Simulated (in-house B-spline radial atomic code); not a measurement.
Stripping molybdenum of all its electrons. The total binding energy is the sum of the 42 successive ionisation energies. Configuration: [Kr] (4d3/2)4 (4d5/2)1 5s1. All numbers are computed (Dirac-Hartree-Fock, average of the jj configuration; Fermi nucleus of rms radius 4.4091 fm) with a B-spline radial code for spherical atoms, not measured.

Dirac-Coulomb total energy: -4047.1681 hartree. First-order corrections (hartree): Breit 2.41, self-energy 1.809, vacuum polarisation -0.2038, recoil 0.016.

Problem. What total binding energy follows, and how does it compare with the sum of NIST's ionisation energies?

Solution. 110019 eV from the corrected total, against 110066 ± 37 eV from NIST's table (measured, semi-empirical and theoretical entries, uncertainties added in quadrature). The difference, +46 eV, is within about twice the table's uncertainty, so it can't show the correlation energy.

Problem. What share of the binding belongs to the last two electrons?

Solution. 44 % by NIST's values (48382.9 eV).
